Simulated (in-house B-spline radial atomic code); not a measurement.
The numbers below are computed, except where a source is named.
# Correlation energy from the adiabatic connection: −Z/r, Z = 3.22, wall at 2.74 bohr

Two electrons in a singlet, external potential −Z/r, Z = 3.22, wall at 2.74 bohr (atomic units). Full CI in B-splines (partial waves to l = 8, correlation up to 0.6 % small) with the density held fixed gives W(λ) = <V_ee>_λ − U, and E_c is the integral of W(λ) − W(0) from 0 to 1.

| λ | W(λ) − W(0) (hartree) |
| --- | --- |
| 0 | 0.00000 |
| 0.02 | -0.00189 |
| 0.05 | -0.00470 |
| 0.12 | -0.01117 |
| 0.25 | -0.02289 |
| 0.4 | -0.03596 |
| 0.6 | -0.05264 |
| 0.8 | -0.06855 |
| 1 | -0.08372 |

**Question.** Integrate the table by the trapezoid rule.

**Answer.** The strips give -0.00002, -0.00010, -0.00056, -0.00221, -0.00441, -0.00886, -0.01212, -0.01523, which sum to -0.04351 hartree. The direct value, W(1) − W(0) + T_c with T_c = 0.04017, is -0.04356; the curve is convex, so chords lie above it and the trapezoids fall short in size by 0.11 %.

**Question.** Now use only three numbers: W(0) = -1.7906, the initial slope W'(0) = -0.09455 (extrapolated from the first points) and the strong-coupling limit of the point-charge-plus-continuum model, W∞ = -2.5395. What do second-order theory and the interpolation W(λ) = W∞ + (W(0) − W∞)/√(1 + 2χλ) of Seidl, Perdew and Levy give?

**Answer.** Second order keeps the slope alone: E_c = W'(0)/2 = -0.04727, +9 % in size against -0.04356. Matching the slope fixes χ = W'(0)/(W∞ − W(0)) = -0.09455/(-0.74890) = 0.12625. Integrating, with s = √(1 + 2χ) = 1.119153, E_c = −(W(0) − W∞)(s − 1)/(s + 1) = −0.74890 × 0.119153/2.119153 = -0.04211 hartree, -3.3 % in size against the full result. At λ = 1 the formula gives W − W(0) = -0.07973 against -0.08372. Part of the miss can come from the model's W∞.
